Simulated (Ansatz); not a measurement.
Bond stretch in AlMg (anion, charge -1), lowest triplet found (which spin is the ground state isn't settled by this scan).

Calculation: full CI/aug-cc-pVDZ, frozen core in Ansatz (a program for electronic structure).

**Question.** Relative to R = 2.81 Å, what are the energies at R = 2.19, 2.56, 2.64, 3.32 Å?

**Answer.** 1.002 eV at 2.19 Å, 0.095 eV at 2.56 Å, 0.038 eV at 2.64 Å, 0.184 eV at 3.32 Å.

The scan ran from 1.89 to 8.94 Å; beyond the distances shown full CI changes its symmetry label. Where the anion isn't bound against loss of the electron, the finite basis alone holds it.
